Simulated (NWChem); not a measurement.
A series in which one site is exchanged, each optimised at PBE0/def2-SVP with NWChem, gas phase unless a solvent is named. All stand in one matching conformer (torsions within 35°), which need not be the lowest. This build's default masses of Se (78.918 u) and Br (79.917 u) are each other's, which moves their modes by up to 0.6 %. Some are not confirmed as minima by frequencies. def2 effective core potentials on Te; no spin-orbit coupling.

A: [Te](Br)O (HTeOBr; site = Te)
B: O[Se]Br (HSeOBr; site = Se)
C: [OH][Zn][Br] (ZnHOBr; site = Zn)
D: [OH][Ca][Br] (CaHOBr; site = Ca)

```json
[
 {"quantity": "dipole (D), PBE0/def2-SVP", "A": "___", "B": "1.81", "C": "1.77", "D": "4.26"},
 {"quantity": "orbital gap (eV), PBE0/def2-SVP", "A": "___", "B": "4.44", "C": "6.80", "D": "5.51"},
 {"quantity": "static polarisability, PBE/def2-SVPD (bohr³)", "A": "___", "B": "59.0", "C": "52.0", "D": "60.4"},
 {"quantity": "lowest singlet excitation, PBE/def2-SVPD, TDA (eV)", "A": "___", "B": "2.63", "C": "4.71", "D": "3.77"}
]
```

**Question.** Some entries are withheld; supply them.

**Answer.** 
- dipole (D), PBE0/def2-SVP, A: 2.18
- orbital gap (eV), PBE0/def2-SVP, A: 3.92
- static polarisability, PBE/def2-SVPD (bohr³), A: 71.3
- lowest singlet excitation, PBE/def2-SVPD, TDA (eV), A: 2.29
